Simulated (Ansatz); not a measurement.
`CO[AsH][SiH3]` + `NBF` → `FBN[SiH3]` + `CO[AsH2]` at 600 K and 1 bar (cleavage of the Si–As bond).

Program: Ansatz. Geometries: PBE0-D4/def2-TZVP. ΔE: electronic, gas phase. CCSD(T)/CBS is the MP2 limit (def2-TZVPP, def2-QZVPP) plus CCSD(T) − MP2 in def2-TZVPP, frozen cores. This one scheme is used for every species. For As outer-core shells are correlated without core-valence functions, which leaves a few kJ/mol of doubt a bond. Scalar relativity is left out up to krypton. Each species was taken in one conformer, which may not be the lowest.

```
        species  CCSD(T)/CBS energy (Eh)  H − E (kJ/mol)  S (J/(mol·K))
`CO[AsH][SiH3]`              -2641.50192           260.4          461.6
          `NBF`               -181.19761           145.2          305.2
    `FBN[SiH3]`               -471.49367           204.0          394.9
     `CO[AsH2]`              -2351.21577           193.9          357.7
```

H − E and S are ideal-gas, rigid-rotor, harmonic terms from PBE0-D4/def2-TZVP, for one conformer and one mirror image of each species. 1 Eh = 2625.50 kJ/mol, R = 8.31446 J/(mol·K).

**Question.** By hand: ΔE, ΔH, ΔS and ΔG.

**Answer.** ΔE = (-471.49367) + (-2351.21577) − (-2641.50192) − (-181.19761) = -0.00991 Eh = -26.0 kJ/mol. Δ(H − E) = 204.0 + 193.9 − 260.4 − 145.2 = -7.7, so ΔH = -33.7 kJ/mol. ΔS = 394.9 + 357.7 − 461.6 − 305.2 = -14.2 J/(mol·K). ΔG = -33.7 − 600 × (-14.2)/1000 = -25.2 kJ/mol.

**Question.** By hand: the equilibrium constant, and the temperature at which ΔG would vanish if ΔH and ΔS stayed fixed.

**Answer.** log₁₀ K = −ΔG/(RT ln 10) = 2.2. ΔG = 0 at ΔH/ΔS = 2373 K, though so small a ΔS makes that figure unsure.

The number of gas molecules stays the same, so ΔS is small and ΔH decides. A doubt of 5 kJ/mol in ΔE shifts log₁₀ K by 0.4 here. Other conformers and mirror images would add mixing entropy, several J/(mol·K) or more a flexible species. Modes under 60 cm⁻¹, often nearly free rotors, make the harmonic entropy too high. These are equilibria of isolated gas molecules and say nothing of rates. Largest T1 diagnostic: 0.012 (customary marks: 0.02 for closed shells, 0.045 for open ones).
